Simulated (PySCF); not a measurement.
C5H13AlO, triplet, at a GFN2-xTB geometry (such geometries of metal compounds can be far from the true shape) (a higher spin typed on purpose: for a closed-shell molecule this is an excited state); PySCF with M062X/3-21G.

The PySCF input:
```python
from pyscf import gto, scf, dft

mol = gto.M(
    atom='''
Al    0.75514463    0.19281173    1.26398557
C    -1.02656718   -0.28478633    2.43658849
H    -0.95638558   -1.36738803    2.46589890
H    -1.95237655    0.02441589    1.96536206
H    -0.92354537    0.13693308    3.42798529
C    -0.07994000    2.20347045    1.45896135
H     0.62461141    2.76590075    0.85476590
H    -0.03538247    2.51278945    2.49505334
H    -1.08286261    2.29369068    1.05789131
O     0.60861867   -0.36009541   -0.29904429
C     0.37426950   -0.77680375   -1.60864576
C     0.12575951    0.43350758   -2.50794583
C    -0.81366965   -1.73723137   -1.64909329
H     1.27192093   -1.30617866   -1.96488046
H    -0.76152008    0.96339275   -2.16834867
H    -0.01578771    0.11836922   -3.53882438
H     0.97475283    1.11122124   -2.45582948
H    -0.62460241   -2.58413830   -0.99350899
H    -1.70833104   -1.22437101   -1.30281581
H    -0.97543379   -2.09936565   -2.66139668
''',
    basis='3-21g',
    spin=2,
    verbose=5,
)

mf = dft.UKS(mol)
mf.xc = 'm062x'
mf.kernel()
```

It wrote (shortened):

```
PySCF version 2.14.0

[INPUT] verbose = 5
[INPUT] max_memory = 4000
[INPUT] num. atoms = 20
[INPUT] num. electrons = 64
[INPUT] charge = 0
[INPUT] spin (= nelec alpha-beta = 2S) = 2
[INPUT] symmetry False subgroup None
[INPUT] Mole.unit = angstrom
[INPUT] Symbol           X                Y                Z      unit          X                Y                Z       unit  Magmom
[...]
[INPUT] ---------------- BASIS SET ----------------
[INPUT] l, kappa, [nprim/nctr], expnt,             c_1 c_2 ...
[INPUT] Al
[...]
                                116.952           0.389061
                                25.3326           0.669468
[...]
                                6.63314           0.146245
                                1.72675           0.92373
[...]
                                0.202506          1.18412
[...]
                                6.63314           0.461174
                                1.72675           0.605535
[...]
                                0.202506          0.97266
[...]
[INPUT] C
[...]
                                25.9109           0.358794
                                5.53335           0.700713
[...]
                                0.770545          1.21584
[...]
                                0.770545          0.860619
[...]
[INPUT] H
[...]
                                0.824547          0.904691
[...]
[INPUT] O
[...]
                                48.4308           0.3515
                                10.4206           0.707658
[...]
                                1.5762            1.22156
[...]
                                1.5762            0.853955
[...]
nuclear repulsion = 365.970507922448
number of shells = 63
number of NR pGTOs = 156
number of NR cGTOs = 93
basis = 3-21g
ecp = {}

******** <class 'pyscf.dft.uks.UKS'> ********
method = UKS
initial guess = minao
damping factor = 0
level_shift factor = 0
DIIS = <class 'pyscf.scf.diis.CDIIS'>
diis_start_cycle = 1
diis_space = 8
diis_damp = 0
SCF conv_tol = 1e-09
SCF conv_tol_grad = None
SCF max_cycles = 50
direct_scf = True
direct_scf_tol = 1e-13
number electrons alpha = 33  beta = 31
XC library pyscf.dft.libxc version 7.1.2
    S. Lehtola, C. Steigemann, M. J. T. Oliveira, and M. A. L. Marques,  SoftwareX 7, 1–5 (2018)
XC functionals = m062x
    Y. Zhao and D. G. Truhlar,  Theor. Chem. Acc. 120, 215 (2008)
    Y. Zhao and D. G. Truhlar,  Theor. Chem. Acc. 120, 215 (2008)
radial grids:
[...]
   0.3306987    0.33449807   0.33551613   0.36733872   0.38821564
   0.45001779   0.66443262   0.71267193   0.76349902   0.79974751
   0.80857126   0.81628616   0.83407432   0.83722235   0.84730382
   0.88837601   0.89738075   0.92448704   0.97225003   0.99470892
   1.05521947   1.07577698   1.10413081   1.12212082   1.1259567
   1.15385144   1.15549471   1.16467555   1.17304016   1.17893841
   1.18908968   1.1983983    1.21758255   1.23792435   1.60140132
   1.64016947   1.68033313   1.76168255   1.7945547    1.97767948
   2.14678383   2.20264532   3.11176024]
  beta  mo_energy =
[-5.64458287e+01 -1.95064418e+01 -1.05335788e+01 -1.04858396e+01
 -1.04856011e+01 -1.04633484e+01 -1.04628886e+01 -4.34223841e+00
 -2.83278426e+00 -2.83222082e+00 -2.82859260e+00 -1.08812728e+00
 -8.55612764e-01 -7.74234677e-01 -7.72896920e-01 -7.52349140e-01
 -6.63743354e-01 -5.55831336e-01 -5.18827781e-01 -4.89049858e-01
 -4.77851561e-01 -4.76210507e-01 -4.57622262e-01 -4.54573807e-01
 -4.48428896e-01 -4.45241789e-01 -4.18059555e-01 -4.08635719e-01
 -3.44474644e-01 -3.17859688e-01 -3.10865756e-01 -1.10233998e-01
 -2.48739242e-02  8.11942363e-02  9.07231414e-02  1.23627546e-01
  1.66570111e-01  1.90862675e-01  2.03175390e-01  2.17429758e-01
  2.26447511e-01  2.33119033e-01  2.36095686e-01  2.48286555e-01
  2.59470144e-01  2.60357320e-01  2.69438228e-01  2.73482406e-01
  2.83671623e-01  2.88061677e-01  3.31187249e-01  3.33529533e-01
  3.40506303e-01  3.64214191e-01  3.79065363e-01  4.56057296e-01
  6.79121969e-01  7.12727430e-01  7.71723599e-01  8.01410214e-01
  8.14302799e-01  8.23218644e-01  8.47597651e-01  8.58546692e-01
  8.74560013e-01  8.90688957e-01  9.00875610e-01  9.24497102e-01
  9.80254909e-01  9.94730648e-01  1.05534848e+00  1.07948629e+00
  1.11662423e+00  1.13107649e+00  1.13679783e+00  1.15667745e+00
  1.15924563e+00  1.16808052e+00  1.17573764e+00  1.18580905e+00
  1.19347945e+00  1.21025593e+00  1.21867582e+00  1.23859298e+00
  1.62175213e+00  1.65920928e+00  1.70763845e+00  1.79150797e+00
  1.80488625e+00  1.97823867e+00  2.15372086e+00  2.20301716e+00
  3.11694473e+00]
multiplicity <S^2> = 2.007252  2S+1 = 3.0048308
nelec by numeric integration = [32.9999588  30.99995912]
E1 = -1429.5942418904522  E2 = 550.6654655376135  Ecoul = 609.5906457468826  Exc = -58.92518020926907
Extra cycle  E= -512.958268430391  delta_E= -1.22e-11  |g|= 4.85e-06  |ddm|= 1.13e-05
converged SCF energy = -512.958268430391  <S^2> = 2.007252  2S+1 = 3.0048308
```
